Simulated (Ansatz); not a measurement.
C2H7FSSi can be A, `C[SiH2]SCF`, or B, `FCSC[SiH3]`.

Gas-phase electronic energies from Ansatz, PBE0-D4/def2-TZVP geometries. CCSD(T)/CBS adds triple-zeta CCSD(T) − MP2 to the extrapolated MP2 energy (def2 sets, frozen cores). Functionals use def2-TZVPP. B3LYP here is the variant with VWN-RPA as its local correlation; programs differ in this. Each species was taken in one conformer, which may not be the lowest.

A:

```xyz
12

C    -1.332    1.082    0.584
Si   -0.127   -0.210    1.170
S     1.779   -0.088    0.188
C     1.322   -0.743   -1.424
F     0.571    0.142   -2.166
H    -2.285    0.985    1.113
H    -1.514    0.973   -0.487
H    -0.935    2.083    0.762
H     0.190   -0.046    2.612
H    -0.665   -1.577    0.923
H     0.745   -1.664   -1.316
H     2.252   -0.937   -1.961
```

B:

```xyz
12

F     1.097   -1.972    1.482
C    -0.064   -1.790    0.758
S    -0.955   -0.330    1.244
C     0.132    0.953    0.566
Si   -0.126    1.186   -1.282
H     0.210   -1.749   -0.299
H    -0.729   -2.637    0.943
H    -0.134    1.874    1.091
H     1.165    0.726    0.838
H     0.068   -0.104   -1.995
H    -1.509    1.668   -1.520
H     0.844    2.176   -1.827
```

(1) Which isomer does CCSD(T)/CBS put lower? Give the gap. (An estimate is asked.)

(2) Give E(B) − E(A) in kJ/mol with PBE0-D4, PBE-D4, CCSD(T)/def2-TZVPP, HF/def2-TZVPP, B3LYP, r2SCAN-D4, B2PLYP. (An estimate is asked.)

Largest T1 diagnostic: 0.012.

Results:

(1) Ansatz gave: A, by 109.2 kJ/mol.

(2) The calculation gave: PBE0-D4 111.1, PBE-D4 108.5, CCSD(T)/def2-TZVPP 108.1, HF/def2-TZVPP 111.7, B3LYP 109.3, r2SCAN-D4 113.3, B2PLYP 110.0. None reverses the order clearly.
